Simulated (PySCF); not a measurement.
# Bond lengths and vibrations by method: BCH2O

Calculated results; nothing here was measured. They come from PySCF 2.14.0, an open-source quantum chemistry program, on an isolated molecule that a program drew, which may never have been made. The molecule is BCH2O (charge 0, doublet), drawn as the SMILES string `[CH2]B=O`.

The geometry was optimised and harmonic frequencies were computed with HF and MP2, all in the cc-pVDZ basis, for the commonest isotopes, with a restricted reference for singlets and an unrestricted one otherwise, and a frozen core in MP2. Each result is a local minimum of its method.

Geometry at the HF minimum:
```xyz
5
BCH2O, angstrom
C    -0.2973   -0.9782    0.7399
B    -0.7014    0.4817    0.6997
O    -1.0191    1.6290    0.6680
H    -0.1227   -1.4877    1.6785
H    -0.1718   -1.5520   -0.1690
```

Lengths of the bonds as drawn, in Å (atoms numbered as above):
```
 bond     HF    MP2
C1-B2  1.515  1.519
B2-O3  1.191  1.224
C1-H4  1.082  1.092
C1-H5  1.082  1.092
```

Rotational constants, in GHz:
```
constant,HF,MP2
A,293.3,288.5
B,8.614,8.39
C,8.368,8.153
```

Harmonic frequencies in cm^-1, each column in rising order, so a row needn't be the same motion in every method:
| rank | HF | MP2 |
|---|---|---|
| 1 | 383 | 352 |
| 2 | 433 | 402 |
| 3 | 620 | 609 |
| 4 | 915 | 884 |
| 5 | 948 | 893 |
| 6 | 1505 | 1426 |
| 7 | 2157 | 1987 |
| 8 | 3309 | ? |
| 9 | 3417 | 3347 |

**Estimate the missing MP2 frequency from the HF column.**

A single factor s that minimises the squared misfit of MP2 against s times HF over the other rows is sum(HF x MP2) / sum(HF^2) = 0.9602, with an rms misfit of 40 cm^-1. For rank 8 it gives 0.9602 x 3309 = 3177 cm^-1. The calculation gives 3232 cm^-1, 55 cm^-1 above the estimate. The drawn bonds are on average 1.2 % longer in MP2 than in HF.
